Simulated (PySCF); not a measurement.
First hyperpolarisability: `CO/C=C/c1ncncn1`, C$_{6}$H$_{7}$N$_{3}$O

Molfile (atoms numbered from 1):
```
C6H7N3O
     RDKit          3D

 17 17  0  0  0  0  0  0  0  0999 V2000
    2.9883   -0.0157    0.1655 C   0  0  0  0  0  0  0  0  0  0  0  0
    2.0754   -0.9467    0.6955 O   0  0  0  0  0  0  0  0  0  0  0  0
    0.7873   -0.7784    0.4402 C   0  0  0  0  0  0  0  0  0  0  0  0
    0.2115    0.2033   -0.2887 C   0  0  0  0  0  0  0  0  0  0  0  0
   -1.2253    0.2496   -0.4771 C   0  0  0  0  0  0  0  0  0  0  0  0
   -1.7165    1.2586   -1.2160 N   0  0  0  0  0  0  0  0  0  0  0  0
   -3.0326    1.2640   -1.3633 C   0  0  0  0  0  0  0  0  0  0  0  0
   -3.8825    0.3767   -0.8532 N   0  0  0  0  0  0  0  0  0  0  0  0
   -3.2937   -0.5814   -0.1384 C   0  0  0  0  0  0  0  0  0  0  0  0
   -1.9969   -0.6996    0.0832 N   0  0  0  0  0  0  0  0  0  0  0  0
    3.9872   -0.3307    0.4897 H   0  0  0  0  0  0  0  0  0  0  0  0
    2.9463   -0.0029   -0.9364 H   0  0  0  0  0  0  0  0  0  0  0  0
    2.7825    0.9999    0.5427 H   0  0  0  0  0  0  0  0  0  0  0  0
    0.1682   -1.5546    0.8989 H   0  0  0  0  0  0  0  0  0  0  0  0
    0.7752    1.0024   -0.7693 H   0  0  0  0  0  0  0  0  0  0  0  0
   -3.4616    2.0774   -1.9626 H   0  0  0  0  0  0  0  0  0  0  0  0
   -3.9469   -1.3426    0.3074 H   0  0  0  0  0  0  0  0  0  0  0  0
  1  2  1  0
  2  3  1  0
  3  4  2  0
  4  5  1  0
  5  6  2  0
  6  7  1  0
  7  8  2  0
  8  9  1  0
  9 10  2  0
 10  5  1  0
  1 11  1  0
  1 12  1  0
  1 13  1  0
  3 14  1  0
  4 15  1  0
  7 16  1  0
  9 17  1  0
M  END
```

Level of theory: PySCF 2.14.0, quadratic response CAM-B3LYP/aug-cc-pVDZ first hyperpolarisability, Taylor convention, gas phase. Geometry: PBE0-D3(BJ)/def2-SVP.

(1) Give β for the processes computed.

(2) Which lowest excitations, dipole and polarisabilities go with it?

Answers

(1) In 10⁻³⁰ esu, Taylor convention; the vector part is βᵢ = ⅓ Σⱼ (βᵢⱼⱼ + βⱼᵢⱼ + βⱼⱼᵢ); β∥ is 3/5 of the vector part along the dipole, the dipole points from − to +:
```csv
process,λ (nm),β vector norm,β∥,β HRS,depolarisation ratio
"static β(0;0,0)",∞,8.61,4.93,3.71,4.41
"second harmonic β(−2ω;ω,ω)",1907,9.46,5.42,4.07,4.43
"Pockels β(−ω;ω,0)",1907,8.88,5.08,–,–
"second harmonic β(−2ω;ω,ω)",1064,11.91,6.84,5.11,4.50
"Pockels β(−ω;ω,0)",1064,9.52,5.46,–,–
```

(2) S1 4.61 eV (f = 0.001); S2 4.84 eV (f = 0.003); S3 4.87 eV (f = 0.003); dipole 2.71 D; isotropic α 103.0 au static, 103.5 au at 1907 nm, 104.7 au at 1064 nm, 105.1 au at 953.5 nm, 110.9 au at 532 nm.
